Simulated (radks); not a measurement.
Values are calculated unless marked as measured or tabulated.
The nuclear charge of the copper ion Cu+ is varied continuously with 28 electrons held in [Ar] 3d10. Level of theory: non-relativistic Kohn-Sham, PBEsol, spin-unpolarised, spherical densities, point nucleus (a radial shooting solver on a logarithmic mesh with Libxc functionals). By the Hellmann-Feynman theorem dE/dZ = E(electron-nucleus)/Z, the electronic potential at the nucleus.

Z     E (hartree)  E(electron-nucleus)/Z (hartree)  HOMO  e(HOMO) (eV)  <r> HOMO (bohr)
28    -1506.76042                         -128.780    3d        -1.939            1.244
28.1  -1519.66993                         -129.410    3d        -2.807            1.210
28.2  -1532.64242                         -130.039    3d        -3.755            1.180
28.3  -1545.67773                         -130.667    3d        -4.778            1.152
28.4  -1558.77570                         -131.293    3d        -5.870            1.127
28.5  -1571.93621                         -131.917    3d        -7.029            1.104
28.6  -1585.15913                         -132.541    3d        -8.251            1.082
28.7  -1598.44435                         -133.163    3d        -9.535            1.062
28.8  -1611.79177                         -133.785    3d       -10.878            1.043
28.9  -1625.20128                         -134.405    3d       -12.278            1.025
29    -1638.67279                         -135.025    3d       -13.734            1.008
29.1  -1652.20623                         -135.644    3d       -15.243           0.9916
29.2  -1665.80151                         -136.262    3d       -16.805           0.9763
29.3  -1679.45856                         -136.879    3d       -18.418           0.9616
29.4  -1693.17731                         -137.496    3d       -20.082           0.9477
29.5  -1706.95770                         -138.112    3d       -21.794           0.9343
29.6  -1720.79966                         -138.727    3d       -23.555           0.9215
29.7  -1734.70313                         -139.342    3d       -25.362           0.9092
29.8  -1748.66806                         -139.956    3d       -27.216           0.8974
29.9  -1762.69441                         -140.570    3d       -29.115           0.8860
30    -1776.78211                         -141.184    3d       -31.059           0.8751

The central difference of E at Z = 29 is -135.025 hartree, to compare with the third column; the second derivative is -6.19 hartree.
